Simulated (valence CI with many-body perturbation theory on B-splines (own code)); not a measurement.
## Ta LXI in brief

Computed by valence CI with perturbative core correlation (CI+MBPT): three valence electrons over a frozen Dirac-Fock core [Ne], a basis of 11 s, 11 p, 9 d, 7 f, 5 g, 2 h, 1 i functions for each j, with the one-electron correlation potential Σ1, the two-electron term Σ2, the three-electron term Σ3, Breit, model QED; selected CI, second order for the rest (own B-spline code, finite nucleus).

No measured spectrum was set against this ion. As an estimate, large intervals hold to a few tenths of a per cent, small ones and those within an open d or f shell to about a per cent.

Levels are named by their leading jj configuration (3d3/2^4 stands for four electrons in 3d with j = 3/2), which in mixed levels can hold well under half, so a name can repeat and another be missing.

Rates and lifetimes use the calculated energies. Strong lines usually hold to 10 to 20 %, long lifetimes can be off by a factor of two.

**Question.** What is the ground level?

**Answer.** (3s^2 3p1/2) J=1/2, composition 100 % 3s2 3p 2P°, g = 0.648.

**Question.** Where does the other parity begin?

**Answer.** At (3s 3p1/2^2) J=1/2, 163.8 eV.

**Question.** Name the longest-lived excited levels whose lifetime is computed, and their main decay.

**Answer.** (3s 3p3/2 3d5/2) J=9/2 at 1097.8 eV lives 5.69 ns, mostly by M1 to (3s 3p1/2 3d5/2) J=7/2; (3s^2 3p3/2) J=3/2 at 340.7 eV lives 2.50 ns, mostly by E1 to (3s 3p1/2^2) J=1/2.

**Question.** How well does LS coupling describe the low levels?

**Answer.** Among the lowest 20 levels the leading LS term, summed over configurations, holds 63 % on average. For single configurations the figures are 61 % in LS and 92 % in jj coupling. Terms mix most in the J = 3/2 level at 732.0 eV, where the leading one holds 33 %.

**Question.** What are the static dipole polarisabilities of the lowest levels?

**Answer.** (3s^2 3p1/2) J=1/2 0.00296 bohr³, of which the core gives 4.74e-05.
